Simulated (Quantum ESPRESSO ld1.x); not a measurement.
Q: Radial electron density D(r) = 4 pi r^2 rho(r) of an atom or ion with 29 electrons. All-electron calculation, Dirac Kohn-Sham, revPBE, spin-unpolarised, spherical densities, point nucleus. Program: ld1.x of Quantum ESPRESSO 7.5.

```
   r/bohr * D(r) (the largest magnitude, 41.6, reaches the edge; | marks zero)
 0.005689 |       *
 0.007408 |           *
 0.009724 |                *
  0.01276 |                        *
  0.01675 |                                *
  0.02199 |                                        *
  0.02886 |                                              *
  0.03789 |                                               *
  0.04973 |                                            *
  0.06527 |                                       *
  0.08567 |                                       *
   0.1125 |                                              *
   0.1464 |                                                      *
   0.1922 |                                                   *
   0.2523 |                                    *
   0.3311 |                         *
   0.4347 |                           *
   0.5705 |                               *
   0.7489 |                         *
   0.9829 |             *
     1.29 |     *
    1.694 |  *
    2.205 | *
    2.894 |*
    3.799 |*
    4.987 *
    6.546 *
    8.592 *
```

What is the nuclear charge?

A: Z = 30. The innermost maximum, from 1s, lies near gamma/Z bohr with gamma = sqrt(1 - (Z/c)^2) = 0.976, here 0.0325 bohr (found: 0.0353), and its height grows with Z. The density is that of the zinc ion Zn+ in [Ar] 3d8 4p3; the configuration itself is not fixed sharply by these data, and Z only to about a unit. D(r) has 3 maxima, at r = 0.0353, 0.159, 0.561 bohr, and minima at 0.0754, 0.359 bohr, inside which lie 2.11, 10.88 electrons.
